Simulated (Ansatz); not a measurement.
The same molecule with X = Si, Ge, Sn. Ansatz, PBE0-D4/def2-TZVP geometries, multiplicity 1.

Elements past krypton have def2 core potentials. Outer-core shells of Br, Ge, Sn are correlated without core-valence functions. Scalar relativity is left out up to krypton. Spin–orbit coupling is left out.

```
 X        molecule  vertical ionisation energy (CCSD(T)/def2-TZVPP) / eV  mean X–Br bond length / Å  HOMO energy (ωB97M-V/def2-TZVPP) / eV  LUMO energy (ωB97M-V/def2-TZVPP) / eV  HOMO–LUMO gap (B3LYP/def2-TZVPP) / eV
Si      `Br[Si]Br`                                                  9.62                      2.249                                  -9.55                                  -1.11                                   4.13
Ge  `[Br][Ge][Br]`                                                  9.83                      2.341                                  -9.81                                  -1.31                                   4.19
```

**Question.** Give the row for X = Sn, `[Br][Sn][Br]`. (Best estimate.)

**Answer.** The calculation gave: 
```
 X        molecule  vertical ionisation energy (CCSD(T)/def2-TZVPP) / eV  mean X–Br bond length / Å  HOMO energy (ωB97M-V/def2-TZVPP) / eV  LUMO energy (ωB97M-V/def2-TZVPP) / eV  HOMO–LUMO gap (B3LYP/def2-TZVPP) / eV
Sn  `[Br][Sn][Br]`                                                  9.70                      2.519                                  -9.70                                  -1.49                                   4.10
```

From Si to Sn the vertical ionisation energy (CCSD(T)/def2-TZVPP) isn't monotonic: highest at Ge, lowest at Si; the mean X–Br bond length rises at each step, by 0.270 Å in all; the HOMO energy (ωB97M-V/def2-TZVPP) isn't monotonic: highest at Si, lowest at Ge; the LUMO energy (ωB97M-V/def2-TZVPP) falls at each step, by 0.38 eV in all; the HOMO–LUMO gap (B3LYP/def2-TZVPP) isn't monotonic: highest at Ge, lowest at Sn. Bonds lengthen as the atom grows down the group.

B3LYP here is the variant with VWN-RPA as its local correlation; programs differ in this.
